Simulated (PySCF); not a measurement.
## Removing an electron from SnH2Me(NMe2)

SnH2Me(NMe2), C3H11NSn.
Structure used (PBE0-D3(BJ)/def2-SVP), in Å, numbered top down from 1:
```xyz
16
C3H11NSn angstrom
Sn     0.9850    0.8179    0.6903
H      0.9262    0.8373    2.4059
H      2.5922    0.8081    0.0868
C     -0.1262    2.4778   -0.1252
H     -1.1679    2.4388    0.2225
H     -0.1137    2.4387   -1.2235
H      0.3227    3.4267    0.2022
N      0.2004   -0.9995    0.1569
C      0.3388   -1.4386   -1.2050
C     -1.0278   -1.4246    0.7709
H      0.2812   -2.5435   -1.2651
H      1.3194   -1.1477   -1.6160
H     -0.4421   -1.0447   -1.8941
H     -1.0725   -1.1080    1.8257
H     -1.9458   -1.0426    0.2690
H     -1.1043   -2.5301    0.7650
```

Level: wB97X-D/def2-SVPD (PySCF). Frontier orbitals with their largest atomic shares (Löwdin; up to four atoms above 4 %):

```tsv
orbital	ε (eV)	main atoms
HOMO−3	-10.74	Sn1 38 %, H2 25 %, H3 25 %
HOMO−2	-10.60	N8 35 %, Sn1 14 %, C10 10 %, C4 10 %
HOMO−1	-10.34	C4 30 %, Sn1 28 %, H2 10 %, H3 10 %
HOMO	-7.66	?
LUMO	1.76	Sn1 50 %, H2 8 %, H3 8 %, C4 8 %
LUMO+1	1.99	Sn1 46 %, H3 10 %, H2 10 %, N8 7 %
LUMO+2	2.10	C4 25 %, Sn1 24 %, H3 11 %, H2 11 %
```

Q: What vertical ionisation energy does ΔSCF give, and how far is −ε(HOMO) from it?

A: ΔSCF: 7.68 eV (741 kJ/mol; threshold wavelength 161 nm); ⟨S²⟩ of the doublet left behind is 0.756, against 0.75 for a pure doublet. −ε(HOMO) is 7.66 eV, 0.02 eV below it. For the exact functional −ε(HOMO) would equal the first vertical ionisation energy; wB97X-D (range-separated hybrid) comes within 0.02 eV of that here. Holes in the HOMO−1 and HOMO−2 were tried too where these lie within 1.2 eV of the HOMO; the lowest converged state counts.

Q: On which atoms does the HOMO lie?

A: N8 (nitrogen bonded to 2 C and Sn) 56 %, C10 (carbon bonded to N and 3 H) 10 %, C9 (carbon bonded to N and 3 H) 9 %, H13 (hydrogen on carbon) 4 %, so more than half of it is on one atom. The HOMO−1 lies 2.68 eV lower.

Q: How many of the 10 lowest singlet excitations (vertical TDDFT, same level) lie below the ionisation energy?

A: 8; they run from 5.22 to 7.90 eV.

Q: What total energies stand behind the ΔSCF value?

A: E(N) = -389.84569 Eh and E(N − 1) = -389.56343 Eh at the same geometry, 0.28226 Eh apart.

Q: What kinetic energy would electrons from this vertical process carry with Lyman-α light (10.199 eV)?

A: 10.20 − 7.68 = 2.52 eV.

The structure is a single PBE0-D3(BJ)/def2-SVP conformer in the gas phase; no vibrational or solvent corrections. Atoms past krypton carry effective core potentials; spin–orbit coupling is left out.

The run behind these numbers computed excited states and ΔSCF ions as well. Hardware: AMD EPYC, one thread, no GPU (shared host). Cost: 2.8 min (with the writing of density and orbital grids), 1.1 GiB resident at most.

Note: wB97X-D ran without an empirical dispersion term, which enters the total energy and its gradient alone.
